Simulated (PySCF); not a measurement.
## Simulated absorption spectrum

Compound: C5H5O2P.
Cartesian coordinates in Å at the GFN2-xTB level; atoms count from 1:
```xyz
13
C5H5O2P angstrom
C     -2.002    0.470    0.099
C     -1.067   -0.709    0.056
O     -1.436   -1.861    0.079
C      0.361   -0.361   -0.018
C      1.418   -1.234   -0.068
P      2.953   -0.383   -0.150
C      2.039    1.070   -0.110
O      0.717    0.934   -0.042
H     -1.772    1.089    0.963
H     -3.030    0.122    0.155
H     -1.866    1.078   -0.793
H      1.288   -2.300   -0.057
H      2.394    2.087   -0.132
```

Theory: PySCF, TDDFT B3LYP/def2-SVPD, vertical, gas phase, core orbitals frozen in the response.

Broadening: Gaussians 0.3 eV wide at half height, area fixed by f = 4.319×10⁻⁹ ∫ε dν̃. The width is an assumption, not a result. The curve ends short of the highest state used, and states not computed would add to its high-energy end.

E (eV), ε (L mol⁻¹ cm⁻¹) and a bar:
```
     3.32          0 
     3.40          0 
     3.49          1 
     3.57          2 
     3.66          6 
     3.74          8 
     3.83          7 
     3.91          4 
     4.00          2 
     4.08          6 
     4.17         70 
     4.25        459 #
     4.34       2384 ####
     4.42       6783 ############
     4.51      13725 ########################
     4.59      16891 ##############################
     4.68      13316 ########################
     4.76       7100 #############
     4.85       2292 ####
     4.93       1061 ##
     5.02       2126 ####
     5.10       4347 ########
     5.19       6251 ###########
     5.27       5695 ##########
     5.36       3223 ######
     5.44       1341 ##
     5.53        752 #
     5.61       2135 ####
     5.70       7218 #############
     5.78      14344 #########################
```

(1) Locate the maxima and give the states behind the curve.

(2) On this curve, what absorbance would a 10⁻⁵ mol/L sample give at 248 nm over a 1 cm path?

(3) Coming from long wavelengths, where does ε first pass 100 L mol⁻¹ cm⁻¹?

## Answers

(1) 329 nm (3.77 eV), ε about 8.1, made up of S1 (100%); 270 nm (4.59 eV), ε about 17000, made up of S2 (100%); 238 nm (5.21 eV), ε about 6300, made up of S4 (97%) (ε in L mol⁻¹ cm⁻¹; maxima over ε = 5, shares over 10%). At its high-energy end, 5.78 eV, the curve is still rising (ε about 14000, from S6). The states used: S1 3.77 eV (f 0.0001); S2 4.59 eV (f 0.188); S3 5.21 eV (f 0.0021); S4 5.21 eV (f 0.068); S5 5.41 eV (f 0.0005); S6 5.88 eV (f 0.216); S7 6.29 eV (f 0.010); S8 6.38 eV (f 0.0006).

(2) 248 nm is 4.999 eV, where ε is about 1700 L mol⁻¹ cm⁻¹, so A = ε c l ≈ 0.017 (Beer–Lambert, with the gas-phase spectrum and the assumed width).

(3) At about 296 nm (4.18 eV), 0.42 eV above S1.

Rough CPU time on one thread of a shared machine: about 80 s.

One conformer stands for the species.
